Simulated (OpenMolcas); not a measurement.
A calculation on Sb.

```yaml
Program: OpenMolcas 26.06
Method: "SS-CASPT2, IPEA 0.25 Eh, imaginary shift 0.1 Eh (closed shells correlated: 4d 5s)"
Basis: ANO-RCC-VTZP [7s6p4d2f1g]
Scalar_Hamiltonian: DKH2, point nucleus
Active_space: 3 electrons in 3 orbitals (5p)
State_averaging: 2S+1 = 4 odd, 1 root; 2S+1 = 2 odd, 8 roots
Spin-orbit_coupling: RASSI with atomic mean-field integrals over the reference wave functions, term energies averaged over their components
```

Which level of the active space comes out lowest?

5s2 5p3 4S* 3/2, with 97 % of that term; it is also the measured ground level.

How high does 5s2 5p3 2D* 5/2 lie?

10960 cm-1 above the lowest level; measured 9854 cm-1 above the ground level, so the calculation is off by +11 %.

How high does 5s2 5p3 2P* 1/2 lie?

18160 cm-1 above the lowest level; measured 16395 cm-1 above the ground level, so the calculation is off by +11 %.

How high does 5s2 5p3 2P* 3/2 lie?

19640 cm-1 above the lowest level; measured 18464 cm-1 above the ground level, so the calculation is off by +6 %.

Measured values: NIST Handbook of Basic Atomic Spectroscopic Data.

CASPT2 breaks the degeneracy within a term, and the mean is taken; among the terms shown or strongly mixed into the levels shown the widest spread is 91 cm-1 (5s2 5p3 2D*). With the s shell closed, the reference lacks s² → p² mixing. Computed and measured levels are paired by configuration, term and J; levels that our copy of the source lacks, or whose pairing is in doubt (as where it misses far off the trend of its configuration), stay unpaired and out of the deviations. Only configurations of the active space appear.

* marks odd parity.
